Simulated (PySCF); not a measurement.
# Excitation energy of Te²⁺ by level of theory

Te²⁺ [Kr] 4d10 5s2 5p2 (3P) → Te²⁺ [Kr] 4d10 5s2 5p1 6s1 (3P), as a difference of total energies. Calculation: PySCF 2.14, in aug-cc-pwCVTZ-DK3 with one added diffuse shell each of s, p, d, f type (11s10p8d5f1g, 125 functions); scalar relativity by spin-free X2C-1e. Correlated levels: valence: [Kr] 4d10 frozen; valence and next inner shell: [Ar] 3d10 frozen. The calculations carry no spin-orbit coupling.

```
                                method  excitation energy (eV)
                                   UHF                  13.023
                                   LDA                  12.854
                                   PBE                  12.725
                                  PBE0                  12.934
                                PBEsol                  12.821
                             CAM-B3LYP                  13.014
                         MP2 (valence)                  13.001
                     SCS-MP2 (valence)                  13.018
    MP2 (valence and next inner shell)                  13.024
SCS-MP2 (valence and next inner shell)                  13.010
```

A first-order spin-orbit estimate (lowest level to lowest level, LS coupling) adds -0.030 eV.

The promoted electron is Rydberg-like, and one or two diffuse shells describe it only roughly, which tends to raise the upper state.
